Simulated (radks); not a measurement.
Ir I, 77 electrons, occupied as [Xe] 4f14 5d7 6s1 6f1 (not the ground configuration).

All-electron calculation, Dirac Kohn-Sham, PBE, spin-unpolarised, spherical densities, point nucleus; open shells fill j = l - 1/2 first. Program: a radial shooting solver on a logarithmic mesh with Libxc functionals.

Energy parts (eV):
part                       energy
total                  -485933.95
kinetic                 553961.50
electron-nucleus      -1219298.30
Hartree                 188892.04
exchange-correlation     -9489.19

Orbitals (lengths in bohr, moments of r in powers of bohr; <r^-3> diverges for s and p1/2):
orbital  occ.  eigenvalue (eV)     <r^-3>  small-component weight
1s1/2       2        -76028.00          -                8.51e-02
2s1/2       2        -13295.09          -                1.94e-02
2p1/2       2        -12734.23          -                1.95e-02
2p3/2       4        -11106.41      18750                1.74e-02
3s1/2       2        -3114.528          -                6.44e-03
3p1/2       2        -2863.650          -                6.39e-03
3p3/2       4        -2507.220       4312                5.79e-03
3d3/2       4        -2089.095      750.2                5.68e-03
3d5/2       6        -2012.087      628.6                5.52e-03
4s1/2       2        -669.7514          -                2.16e-03
4p1/2       2        -563.9510          -                2.06e-03
4p3/2       4        -479.6558       1022                1.84e-03
4d3/2       4        -306.4402      157.9                1.64e-03
4d5/2       6        -290.7961      129.4                1.58e-03
5s1/2       2        -104.6100          -                5.19e-04
5p1/2       2         -71.4522          -                4.37e-04
4f5/2       6         -70.5469      25.72                1.19e-03
4f7/2       8         -67.4284      24.47                1.17e-03
5p3/2       4         -57.9046      161.0                3.71e-04
5d3/2       4         -14.7559      13.17                1.92e-04
5d5/2       3         -13.4982      10.36                1.78e-04
6s1/2       1         -12.3344          -                6.88e-05
6f5/2       1          -0.3662  0.0003572                6.51e-07
6f7/2       0          -0.3662  0.0003577                6.51e-07

The highest occupied level is 6f5/2 at -0.366 eV. The density falls to 0.001 e/bohr^3 at r = 4.10 bohr. Summed over all electrons, <r^2> = 1009 bohr^2, which gives a Langevin (diamagnetic) susceptibility term of -799 x 10^-6 cm^3/mol.
